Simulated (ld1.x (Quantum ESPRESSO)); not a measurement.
**Varying the PAW potential for Sm**

Base potential:

samarium (Sm), PAW, made with ld1.x (Quantum ESPRESSO) 7.5 (LDA (PZ), scalar-relativistic). Core [Kr] 4d10 4f5, reference 5s2 5p6 5d1 6s0 6p0 (charge +2). Waves: 5s (bound): rcut 1.80, rcutus 2.55 bohr; 6s (bound, empty): rcut 1.80, rcutus 2.55 bohr; 5p (bound): rcut 2.30, rcutus 2.40 bohr; 6p (bound, empty): rcut 2.30, rcutus 2.40 bohr; 5d (bound): rcut 1.70, rcutus 2.20 bohr; 5d channel at 3.25 Ry: rcut 1.70, rcutus 2.20 bohr; 5f channel at -0.1 Ry: rc 2.20 bohr. Local part: the f channel. Core correction: Bessel-smoothed model core, default radius (core density twice the valence density). Augmentation charge: BESSEL, radius 1.50 bohr.

All-electron outer shells of the reference configuration (LDA (PZ), scalar-relativistic, ld1.x):

```csv
shell,level (eV),outermost node (bohr),outermost maximum (bohr)
5s,-60.42,0.68,1.25
5p,-39.59,0.73,1.42
4f,-21.75,–,0.61
5d,-15.35,0.83,1.94
6s,-14.79,1.64,3.11
6p,-10.53,1.93,3.80
```

Cutoffs, loose and tight: the cutoffs (Ry, on a coarse ladder) from which the occupation-weighted sum of valence levels, in a spherical-Bessel basis at the reference potential, stays within 10 and 1 mRy of its value at 400 Ry. They do not see the model core or the augmentation charge, which bear on the density cutoff. Test errors are all-electron minus pseudo excitation energies from the reference, over the configurations 5s2 5p6 5d1 6s2 6p0; 5s2 5p6 5d1 6s1 6p0; 5s2 5p6 5d0 6s0 6p0; 5s2 5p6 5d0 6s2 6p1; 5s2 5p6 5d1 6s1.5 6p0; 5s2 5p6 5d1 6s0 6p2; 5s2 5p6 5d0 6s2 6p0 (two spin-polarised tests are not counted in the largest error). A dash means not determined; rows that change the core or the reference have their own tests.

A true bound ghost makes a file unfit for plane-wave use even where its test errors are small: the radial tests pick states by their node count and pass the ghost by.

Cutoffs are not given where the Bessel-basis levels miss the radial ones by over 6 mRy, ghosts where they miss by over 20 mRy; a channel whose overlap is not positive is not tested.

A file whose overlap is not positive is unfit for use, and its test errors describe a broken file.

```tsv
change	outcome	bound ghosts	largest test error (meV)
base	generated, overlap not positive	not determined (overlap not positive)	test run stopped at test 1 of 9 (negative rho)
waves 5d (bound): rcut 1.70, rcutus 2.48 bohr; 5d channel at 3.25 Ry: rcut 1.70, rcutus 2.48 bohr	generated, overlap not positive	not determined (overlap not positive)	test run stopped at test 1 of 9 (negative rho)
all radii but the core radius scaled by about 0.89 (s 2.26, p 2.14, d 1.96, f 1.96 bohr, rcut 1.60/2.04/1.52/1.96); augmentation BESSEL, radius 1.34 bohr	failed: new_paw_hamiltonian: negative rho	–	–
wave 5f channel at -0.1 Ry: rc 2.20 bohr becomes 5f channel at -0.1 Ry: rc 1.70 bohr	generated, overlap not positive	not determined (overlap not positive)	test run stopped at test 1 of 9 (negative rho)
local potential all-electron potential smoothed inside 1.80 bohr (lloc = -2)	failed: invmat: error in DGETRF	–	–
wave 5d channel at 3.25 Ry: rcut 1.70, rcutus 2.20 bohr becomes 5d channel at -0.32 Ry: rcut 1.70, rcutus 2.20 bohr	generated, overlap not positive	not determined (overlap not positive)	test run stopped at test 1 of 9 (negative rho)
```

Q: What comes out with this change to the base: reference 5s2 5p6 5d1 6s2 6p0?

A: outcome: generated, overlap not positive; bound ghosts: f (extra level of the local part) (s, p, d not tested, overlap not positive); largest test error (meV): -145 over the solved tests; test run stopped at test 5 of 9 (negative rho). A file whose overlap is not positive is unfit for use, and its test errors describe a broken file.
